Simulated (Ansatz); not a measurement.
`[SiH3]N([SiH3])[Si]Br` + H–F → `F[Si]Br` + `[SiH3]N[SiH3]` at 500 K and 1 bar (ligand exchange at the Si–N bond).

Gas-phase electronic energies from Ansatz, PBE0-D4/def2-TZVP geometries. CCSD(T)/CBS is the MP2 limit (def2-TZVPP, def2-QZVPP) plus CCSD(T) − MP2 in def2-TZVPP, frozen cores. This one scheme is used for every species. For Br outer-core shells are correlated without core-valence functions, which leaves a few kJ/mol of doubt a bond. Scalar relativity is left out up to krypton. One conformer a species, not always the lowest.

| species | CCSD(T)/CBS energy (Eh) | H − E (kJ/mol) | S (J/(mol·K)) |
| --- | --- | --- | --- |
| `[SiH3]N([SiH3])[Si]Br` | -3498.95213 | 209.8 | 469.5 |
| H–F | -100.39570 | 39.4 | 188.7 |
| `F[Si]Br` | -2962.26094 | 31.7 | 314.0 |
| `[SiH3]N[SiH3]` | -637.10515 | 216.0 | 394.7 |

H − E and S are ideal-gas, rigid-rotor, harmonic terms from PBE0-D4/def2-TZVP, for one conformer and one mirror image of each species. 1 Eh = 2625.50 kJ/mol, R = 8.31446 J/(mol·K).

By hand: ΔE, ΔH, ΔS and ΔG.

ΔE = (-2962.26094) + (-637.10515) − (-3498.95213) − (-100.39570) = -0.01826 Eh = -47.9 kJ/mol. Δ(H − E) = 31.7 + 216.0 − 209.8 − 39.4 = -1.5, so ΔH = -49.4 kJ/mol. ΔS = 314.0 + 394.7 − 469.5 − 188.7 = 50.5 J/(mol·K). ΔG = -49.4 − 500 × (50.5)/1000 = -74.7 kJ/mol.

By hand: the equilibrium constant, and the temperature at which ΔG would vanish if ΔH and ΔS stayed fixed.

log₁₀ K = −ΔG/(RT ln 10) = 7.8. ΔH and −TΔS have one sign here, so there is no such temperature.

TΔS isn't small against ΔH here. A doubt of 5 kJ/mol in ΔE shifts log₁₀ K by 0.5 here. Other conformers and mirror images would add mixing entropy, several J/(mol·K) or more a flexible species. Modes under 60 cm⁻¹, often nearly free rotors, make the harmonic entropy too high. These are equilibria of isolated gas molecules and say nothing of rates. Largest T1 diagnostic: 0.012 (customary marks: 0.02 for closed shells, 0.045 for open ones).
